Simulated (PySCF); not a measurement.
**Selenium: a sound run and one with changed settings**

Sound run: Se+ [Ar] 3d10 4s2 4p3, Se(2+) [Ar] 3d10 4s2 4p2. All numbers are calculated (PySCF 2.14, scalar relativity by spin-free X2C-1e, in cc-pVTZ-DK (6s5p3d1f, 43 functions)). In the sound run the correlated levels freeze [Ar] 3d10. The sound run starts from symmetry-adapted Hartree-Fock orbitals and uses a fine grid where one is needed.

Changed run: initial guess sap, at most 50 SCF cycles.

```csv
species,method,sound run (hartree),changed run (hartree),converged
Se+,UHF,-2427.75247,-2427.75247,yes
Se+,M06-2X,-2429.57326,-2429.57326,yes
Se+,CCSD(T),-2427.84418,-2427.84418,yes
Se(2+),r2SCAN,-2428.64419,-2428.64419,yes
Se(2+),MP2,-2427.04287,-2427.04287,yes
```

Here the plain start reaches the same solutions.
